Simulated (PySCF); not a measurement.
Species: Al(H2O)F3.
Bonds: Al1–O2, Al1–F5, Al1–F6, Al1–F7. Hydrogens: H3, H4 on O2.

Method used: PBE0-D3(BJ)/def2-SVP geometry optimisation, gas phase (PySCF 2.14.0).

Question: How far are the bound atoms from Al1?

Answer: 4 atoms: F6 1.657 Å, F5 1.667 Å, F7 1.668 Å, O2 1.949 Å. The nearest atom not counted as bound is H3, at 2.45 Å.

Question: List the angles at Al1.

Answer: 
```csv
angle,degrees,distance of the outer atoms (Å)
F5–Al1–F7,117.7,2.85
F5–Al1–F6,117.7,2.84
F6–Al1–F7,117.6,2.84
O2–Al1–F6,106.5,2.90
O2–Al1–F5,95.8,2.69
O2–Al1–F7,94.2,2.66
```

Question: Describe the arrangement about Al1 in numbers.

Answer: Angles from 94.2° to 117.7°; τ4 = (360° − α − β)/141° = 0.88 with α and β the two widest (0 for a square, 1 for a tetrahedron). Differences among atoms that Cs makes equivalent are scatter left by the optimiser.

Question: What are the other bond lengths?

Answer: O2–H3, O2–H4 0.969 Å.

Question: What are the rotational constants (commonest isotopes, rigid rotor)?

Answer: A = 3579, B = 3424, C = 3087 MHz: an asymmetric top.

Point group: Cs (every atom within 0.08 Å of its image). Charge 0, singlet. Stationary, but not proved a minimum.
